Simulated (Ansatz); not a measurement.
Wavefunction ladder for CH$_{5}$BSSeSi, SMILES `BC(=[Se])[SiH2]S`

| atom | x (Å) | y (Å) | z (Å) |
| --- | --- | --- | --- |
| B1 | -0.460 | -1.270 | 1.395 |
| C2 | 0.333 | -0.403 | 0.420 |
| Se3 | 1.459 | -1.768 | 0.199 |
| Si4 | 0.406 | 1.226 | -0.474 |
| S5 | -1.234 | 1.314 | -1.832 |
| H6 | -1.403 | -1.888 | 0.997 |
| H7 | -0.226 | -1.188 | 2.566 |
| H8 | 0.187 | 2.334 | 0.486 |
| H9 | 1.714 | 1.336 | -1.160 |
| H10 | -0.776 | 0.307 | -2.596 |

The species carries charge 0 and has multiplicity 1. Correlated methods include outer-core shells of Se, which these sets cover unevenly. Scalar relativity is left out up to krypton. Geometry: relaxed with PBE0-D4/def2-TZVP. It is one conformer, not always the lowest. Frozen core, restricted reference, Ansatz 0.2.0.

| basis | HF (Eh) | MP2 corr. | CCSD corr. | (T) | CCSD(T) total |
| --- | --- | --- | --- | --- | --- |
| def2-SVP | -3151.18350 | ? | ? | ? | ? |
| def2-TZVPP | -3151.79639 | ? | -0.88168 | -0.04326 | ? |
| def2-QZVPP | -3151.86666 | -1.17864 | – | – | – |

Task: Fill in the withheld values. (An estimate is asked.)

Result: Computed: def2-SVP MP2 corr.: -0.68323; def2-SVP CCSD corr.: -0.73213; def2-SVP (T): -0.02775; def2-SVP CCSD(T) total: -3151.94338; def2-TZVPP MP2 corr.: -0.83443; def2-TZVPP CCSD(T) total: -3152.72133.
